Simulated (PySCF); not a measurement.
Species: C₅H₃NO.
Numbering: `[N:1]#[C:2][c:3]1[cH:4][cH:5][o:6][cH:7]1` (hydrogens: H8 on C4; H9 on C5; H10 on C7)

Structure optimised with GFN2-xTB, isolated species.

(1) List the bond lengths and angles at this level.

Results:

(1) 
| bond | length (Å) |
| --- | --- |
| N1≡C2 | 1.146 |
| C2–C3 | 1.404 |
| C3–C4 | 1.427 |
| C4–C5 | 1.358 |
| C5–O6 | 1.345 |
| O6–C7 | 1.334 |
| C3–C7 | 1.372 |
| C4–H8 | 1.070 |
| C5–H9 | 1.072 |
| C7–H10 | 1.072 |

A selection of angles:
| angle | degrees |
| --- | --- |
| N1–C2–C3 | 179.2 |
| C2–C3–C4 | 126.9 |
| C2–C3–C7 | 127.4 |
| C4–C3–C7 | 105.7 |
| C3–C4–C5 | 105.5 |
| C3–C4–H8 | 126.5 |
| C5–C4–H8 | 128.0 |
| C4–C5–O6 | 110.9 |
| C4–C5–H9 | 131.7 |
| O6–C5–H9 | 117.4 |
| C5–O6–C7 | 107.5 |
| O6–C7–H10 | 118.4 |
| C3–C7–O6 | 110.4 |
| C3–C7–H10 | 131.3 |

The 5-membered ring C3–C4–C5–O6–C7 has internal angles of 105.5° to 110.9° (sum 540°, against 540° for a flat polygon); it is planar, 0.00 Å rms from its mean plane, widest ring torsion 0°. The C–C distances run from 1.358 Å (C4–C5, aromatic) to 1.427 Å (C3–C4, aromatic), a spread of 0.069 Å. The 7 heavy atoms lie in one plane (0.000 Å rms). O6 (furan-type oxygen) is bent (angle 107.5°).

Point group: Cs (tolerance 0.08 Å). No GFN2-xTB frequencies stand behind this structure, so it isn't proved a minimum.

These are computed values.
